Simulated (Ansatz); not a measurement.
Mulliken charges of `O=C[Te]CS` from B3LYP/def2-TZVPP in Ansatz (PBE0-D4/def2-TZVP geometry).

```json
{"atom": "O1", "x (Å)": "0.619", "y (Å)": "1.942", "z (Å)": "0.703", "charge (e)": "-0.240"}
{"atom": "C2", "x (Å)": "0.175", "y (Å)": "1.307", "z (Å)": "1.608", "charge (e)": "0.032"}
{"atom": "Te3", "x (Å)": "-0.348", "y (Å)": "-0.762", "z (Å)": "1.485", "charge (e)": "0.177"}
{"atom": "C4", "x (Å)": "0.170", "y (Å)": "-0.836", "z (Å)": "-0.583", "charge (e)": "-0.319"}
{"atom": "S5", "x (Å)": "-1.330", "y (Å)": "-0.864", "z (Å)": "-1.581", "charge (e)": "-0.152"}
{"atom": "H6", "x (Å)": "-0.005", "y (Å)": "1.734", "z (Å)": "2.613", "charge (e)": "0.091"}
{"atom": "H7", "x (Å)": "0.782", "y (Å)": "-1.721", "z (Å)": "-0.740", "charge (e)": "0.157"}
{"atom": "H8", "x (Å)": "0.749", "y (Å)": "0.075", "z (Å)": "-0.741", "charge (e)": "0.165"}
{"atom": "H9", "x (Å)": "-0.724", "y (Å)": "-0.922", "z (Å)": "-2.781", "charge (e)": "0.091"}
```

Task: By hand: the dipole of these point charges (1 e Å = 4.8032 D).

Result: Σ q r = (0.123, -0.345, 0.318) e Å, of length 0.485 e Å = 2.33 D.

Task: How does the dipole of the full density compare? (Estimate.)

Result: Ansatz gave: (0.159, -0.223, 0.193) e Å, 1.61 D; the point charges give 1.45 times that, at 14° from its direction.

Point charges leave out the atoms' own dipoles, such as those of lone pairs, and Mulliken's split depends on the basis, so the two needn't agree.

B3LYP here is the variant with VWN-RPA as its local correlation; programs differ in this.
